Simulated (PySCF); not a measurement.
Compound: C7H10 (charge -1 and doublet state).
SMILES with atom numbers: `[CH3:1][CH-:2][CH:3][CH2:4][C:5]1=[CH:6][CH2:7]1` (hydrogens: H8, H9, H10 on C1; H11 on C2; H12 on C3; H13, H14 on C4; H15 on C6; H16, H17 on C7)

Geometry (GFN2-xTB, Å), atoms numbered from 1 in this order:
```
atom  x, y, z in Å
C1    -2.7069    0.2440    0.6538
C2    -1.5973   -0.1997   -0.2481
C3    -0.4830   -0.8598    0.1741
C4     0.7708   -0.9982   -0.6214
C5     1.7354    0.0441   -0.1667
C6     1.7938    1.3908    0.1486
C7     2.3260    0.4151    1.1604
H8    -2.5296   -0.1056    1.6705
H9    -2.7955    1.3382    0.6862
H10   -3.6812   -0.1445    0.3258
H11   -1.6899    0.0884   -1.2886
H12   -0.3984   -1.1117    1.2260
H13    0.5563   -0.8641   -1.6902
H14    1.2198   -1.9971   -0.4842
H15    2.2875    2.2285   -0.3222
H16    3.4035    0.2300    1.3087
H17    1.7817    0.3137    2.1068
```

The hyperfine couplings belong to this conformer and change with its torsions.

Computed, not measured: PySCF, UKS B3LYP, pcH-1 on C H, non-relativistic, mean-field spin-orbit, GIAO. Whether the extra electron is bound in the gas phase wasn't checked; a finite basis holds it in any case. A GFN2-xTB geometry isn't a minimum of the functional, and hyperfine couplings can be far from their values at a DFT geometry, by a factor of two or more for some ions and for spin on atoms past the first row. The SCF solution wasn't tested for stability.

Q: Where do the isotropic ENDOR lines of H15, H13/H14, H8/H9/H10, H11, H16/H17 and H12 fall at 335.4 mT, to first order?

A: For S = 1/2 in fast tumbling each set of equivalent nuclei gives two lines, ν± = |νn ± a/2| to first order, with νn = g_N μN B/h and μN/h = 7.62259 MHz/T.

```
   nuclei  isotope     g_N  νn (MHz)  a_iso (MHz)  lower line (MHz)  upper line (MHz)
      H15       1H  5.5857     14.28        60.48             15.96             44.52
  H13/H14       1H  5.5857     14.28        20.20              4.18             24.38
H8/H9/H10       1H  5.5857     14.28         9.81              9.38             19.18
      H11       1H  5.5857     14.28        -7.43             10.56             18.00
  H16/H17       1H  5.5857     14.28        -6.09             11.24             17.32
      H12       1H  5.5857     14.28        -5.71             11.43             17.14
```

Q: Which pairs are centred on the nuclear Larmor frequency, and which on half the coupling?

A: Centred on νn, since |a| < 2νn: H13/H14, H8/H9/H10, H11, H16/H17 and H12. Centred on |a|/2 and split by 2νn: H15.

Nuclei that the bonding pattern makes equivalent are averaged, as if the motion that swaps them (rotation, inversion, ring flip) were fast. The three 1H nuclei of mean +9.8 MHz run from 0.8 to 19.0 MHz in the frozen geometry. The 1H value of +20.2 MHz is a mean of couplings from 10.2 to 30.2 MHz in this one geometry, not an average over conformers.

The Mulliken spin populations are largest on C6 (+0.44), C5 (+0.37), C2 (+0.14) and C3 (+0.09).

The run took 2.5 min wall (with the writing of density and orbital grids) on an Intel Xeon at 2.50 GHz with one thread (shared host), and the process peaked at 0.97 GiB of memory.

The SMILES draws the unpaired electron on C3; the largest computed Mulliken spin population is on C6 (0.44 against 0.09).
